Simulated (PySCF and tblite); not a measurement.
Values are calculated unless marked as measured or tabulated.
Conformers and averaged properties: C₆H₉ClS, numbered as in [CH3:1][C:2](=[S:3])[C:4]1([Cl:5])[CH2:6][CH2:7][CH2:8]1

Conformers came from 150 starts (ETKDG, MMFF94s, GFN2-xTB); geometries are GFN2-xTB. Energies: PBE0-D3(BJ)/def2-SVP (IEF-PCM, acetone), with GFN2-xTB thermal terms (modes under about 100 cm⁻¹ blended into free rotors). Symmetry numbers and mirror images are counted. Conformers within 2.5 kcal/mol (GFN2-xTB free energy) were kept, 4 at most. GIAO shieldings: KT2/pcSseg-1 (IEF-PCM, acetone). Shifts are against TMS (¹H), TMS (¹³C) at the same level; of two unlike H on one atom, a is the less shielded. (PySCF 2.14, tblite 0.8.)

Torsions listed: S3–C2–C4–Cl5. The 4-ring runs over atoms 4–6–7–8. Of a mirror pair one member is shown.

```csv
conformer,shape,symmetry,E(GFN2) kcal/mol,E(DFT) kcal/mol,G(298.15 K) kcal/mol,weight %,dipole D
1,"4-ring puckered (ring torsions -12, 12, -12, 12°); -149°",C1 (pair),0.00,0.00,0.00,66.2,2.08
2,4-ring flat; -112°,C1 (pair),0.64,0.76,0.40,33.8,3.36
```

Weights (%) against temperature:

```tsv
T (K)	1	2	S(mix) cal/mol/K
250	70.1	29.9	2.59
298.15	66.2	33.8	2.65
350	63.3	36.7	2.68
```

Averaged shifts at 298.15 K. ¹H: 3.46 (H1, 3H), 3.41 (H6a/H8a, 2H), 3.02 (H6b/H8b, 2H), 2.16 (H7a, 1H), 1.73 (H7b, 1H) ppm. ¹³C: 258.5 (C2), 82.0 (C4), 45.4 (C6/C8), 43.5 (C1), 15.6 (C7) ppm.

Coordinates of conformer 1 (Å):

```xyz
17

C     2.412    0.388   -0.325
C     1.174   -0.139    0.304
S     1.088   -0.396    1.907
C    -0.022   -0.342   -0.566
Cl    0.482   -0.869   -2.204
C    -0.942    0.904   -0.569
C    -1.942    0.139    0.307
C    -1.178   -1.163    0.024
H     2.907   -0.411   -0.881
H     3.097    0.758    0.434
H     2.177    1.177   -1.039
H    -0.505    1.804   -0.141
H    -1.319    1.122   -1.565
H    -2.976    0.164   -0.027
H    -1.891    0.431    1.353
H    -1.658   -1.789   -0.724
H    -0.911   -1.767    0.889
```

Coordinates of conformer 2 (Å):

```xyz
17

C     2.335   -0.022   -0.282
C     1.193   -0.180    0.661
S     1.376    0.067    2.256
C    -0.123   -0.566    0.065
Cl    0.107   -2.261   -0.512
C    -0.686    0.382   -1.010
C    -1.840    0.739   -0.061
C    -1.388   -0.367    0.905
H     2.374    1.014   -0.625
H     2.222   -0.663   -1.153
H     3.274   -0.235    0.223
H    -0.028    1.200   -1.293
H    -1.005   -0.145   -1.906
H    -2.836    0.613   -0.477
H    -1.752    1.737    0.361
H    -2.036   -1.239    0.908
H    -1.197   -0.061    1.931
```

GFN2-xTB leaves a saturated small ring flat here that puckers in reality. Shifts are unscaled: against experiment ¹³C can be off by 15 ppm or more and ¹H by 0.8 ppm.

Search and properties took 65 s on 1 thread of Intel Xeon 6975P-C (shared host) (rough), launched as `OMP_NUM_THREADS=1 python ens_run.py task.json out`.
